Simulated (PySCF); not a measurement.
A failing input for GeS⁻

```python
from pyscf import gto, scf, mp

mol = gto.M(
    atom='Ge 0 0 0; S 0 0 2.245',
    basis='sbkjc',
    ecp={'Ge': 'sbkjc', 'S': 'sbkjc'},
    charge=-1,
    spin=1,
    verbose=4,
)
mf = scf.UHF(mol)
mf.max_cycle = 5
mf.kernel()
mp.MP2(mf).kernel()
mf.dip_moment()
print('orbital energies (hartree):', [e[max(0, n-3):n+3].round(4) for e, n in zip(mf.mo_energy, mol.nelec)])
```

```bash
$ python input.py
```

The log, shortened:

```
[earlier lines left out]
SCF conv_tol = 1e-09
SCF conv_tol_grad = None
SCF max_cycles = 5
direct_scf = True
direct_scf_tol = 1e-13
number electrons alpha = 6  beta = 5
Set gradient conv threshold to 3.16228e-05
init E= -12.8052785066137

cycle= 1 E= -13.6439003541722  delta_E= -0.839  |g|= 0.136  |ddm|= 1.78
cycle= 2 E= -13.6561713514946  delta_E= -0.0123  |g|= 0.0912  |ddm|= 0.364
cycle= 3 E= -13.6642032283943  delta_E= -0.00803  |g|= 0.0146  |ddm|= 0.137
cycle= 4 E= -13.6648705226003  delta_E= -0.000667  |g|= 0.00553  |ddm|= 0.0718
cycle= 5 E= -13.6650562775072  delta_E= -0.000186  |g|= 0.00309  |ddm|= 0.0371
SCF not converged.
SCF energy = -13.6650562775072 after 5 cycles  <S^2> = 0.75672921  2S+1 = 2.0067179

******** <class 'pyscf.mp.ump2.UMP2'> ********
nocc = (np.int64(6), np.int64(5)), nmo = (16, 16)
Init E(MP2) = -0.0765057915379655
cycle = 1  E_corr(MP2) = -0.076505693946587  dE = 9.75913785e-08  norm(t2) = 9.37414e-05
cycle = 2  E_corr(MP2) = -0.0765057003544684  dE = -6.40788141e-09  norm(t2) = 5.09672e-08
E(UMP2) = -13.7415619778617  E_corr = -0.0765057003544684
E(SCS-UMP2) = -13.7410653027723  E_corr = -0.0760090252650659
E_corr(same-spin) = -0.0182282482618801
E_corr(oppo-spin) = -0.0582774520925882

WARN: System has nonzero charge -1; the dipole moment is origin-dependent.
Location of origin: [0. 0. 0.]

Dipole moment(X, Y, Z, Debye):  0.00000, -0.00000, -8.04685
orbital energies (hartree): [array([-0.1491, -0.1287, -0.0458,  0.1893,  0.2714,  0.4076]), array([-0.1372, -0.1287, -0.1181,  0.2051,  0.232 ,  0.2816])]
```

Question: Which setting is at fault, why, and what does a mended input give?

Answer: The cycle limit (5): the limit is below the number of cycles that the SCF needs. With this edit
```diff
- mf.max_cycle = 5
```
the run finishes: E(SCF) = -13.665404 Eh, 15 cycles, E(MP2) − E(SCF) = -0.07538 Eh, ⟨S²⟩ = 0.812.

The basis has no diffuse functions, which an anion needs. The bond length is a typed value, not an optimised one. The dipole of an ion depends on the origin. No search for the lowest solution was made.
